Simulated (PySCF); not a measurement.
C3H4BF3, SMILES C/C(=C/F)B(F)F.

Geometry optimised at ωB97X-D3(BJ)/def2-SVP. The structure was generated by enumeration; whether it is a known compound was not checked. Other conformers were not sampled.

Calculation: PBE/def2-TZVP (PySCF).

```json
{
 "total_energy": "-440.92241 hartree",
 "highest_occupied_level": "-6.63 eV",
 "lowest_empty_level": "-2.22 eV",
 "orbital_gap": "4.41 eV",
 "dipole_moment": "0.532 e·Å",
 "quadrupole, principal values (traceless, Buckingham form, about the centre of nuclear charge)": "-3.68, 1.80, 1.88 D·Å",
 "mean_static_polarisability": "51.9 bohr³ (7.70 Å³)",
 "polarisability_principal_values": "36.3, 54.7, 64.9 bohr³"
}
```
